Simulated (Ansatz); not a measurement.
`C[SiH](N)CO` → `CN([SiH3])CO`  (isomerisation)

Isolated molecules relaxed with PBE0-D4/def2-TZVP in Ansatz; ΔE leaves out vibrations. CBS: MP2 limit from def2 TZ/QZ plus the TZ coupled-cluster correction, frozen cores. Functionals use def2-TZVPP. B3LYP here is the variant with VWN-RPA as its local correlation; programs differ in this. HSE06 is defined as in plane-wave codes. Each species was taken in one conformer, which may not be the lowest.

`C[SiH](N)CO`:

Cartesian coordinates in Å:
```
C 0.681 -1.343 -0.985
Si 0.325 0.393 -0.409
N 1.112 0.602 1.125
C -1.500 0.642 -0.004
O -1.830 -0.094 1.166
H 0.278 -2.068 -0.274
H 1.754 -1.522 -1.095
H 0.213 -1.526 -1.955
H 0.750 1.382 -1.448
H 1.206 1.529 1.513
H 1.943 0.065 1.319
H -1.736 1.711 0.119
H -2.137 0.280 -0.817
H -1.059 -0.052 1.745
```

`CN([SiH3])CO`:

Cartesian coordinates in Å:
```
C 0.697 1.198 0.614
N 0.072 0.012 0.062
Si 0.195 -1.504 0.869
C -0.946 0.269 -0.911
O -0.436 0.815 -2.105
H 1.046 1.851 -0.189
H 1.561 0.923 1.222
H 0.007 1.774 1.247
H -0.241 -2.555 -0.086
H -0.637 -1.628 2.103
H 1.611 -1.706 1.276
H -1.487 -0.666 -1.105
H -1.667 1.016 -0.555
H 0.226 0.202 -2.440
```

Is it downhill or uphill in electronic energy at CCSD(T)/CBS, and by how much? (An estimate is asked.)

The calculation gave: Uphill: ΔE = +109.5 kJ/mol.

What do these levels give: B3LYP-D4, CAM-B3LYP-D4, ωB97X-V, PBE-QIDH, r2SCAN, HSE06, CAM-B3LYP, CCSD(T)/def2-SVP, MP2/def2-TZVPP, CCSD(T)/def2-TZVPP, SCS-MP2/def2-QZVPP, MP2/CBS(def2)? (Estimate.)

The calculation gave: B3LYP-D4 104.4, CAM-B3LYP-D4 102.7, ωB97X-V 102.6, PBE-QIDH 107.4, r2SCAN 113.0, HSE06 108.7, CAM-B3LYP 102.7, CCSD(T)/def2-SVP 67.7, MP2/def2-TZVPP 107.3, CCSD(T)/def2-TZVPP 102.8, SCS-MP2/def2-QZVPP 103.7, MP2/CBS(def2) 114.0 kJ/mol.

Largest T1 diagnostic among the species: 0.011.

In def2-TZVPP, CCSD(T) changes the Hartree–Fock value by +12.1 kJ/mol (the triples alone add +0.5 kJ/mol) and MP2 by +16.6 kJ/mol. Leaving LDA and LC-ωPBE aside and taking each functional with its dispersion term where it has one, the values, not all of them listed here, spread over 10.5 kJ/mol, from BHLYP-D4 to r2SCAN-D4. LDA lies −6.6 kJ/mol from PBE without D4.
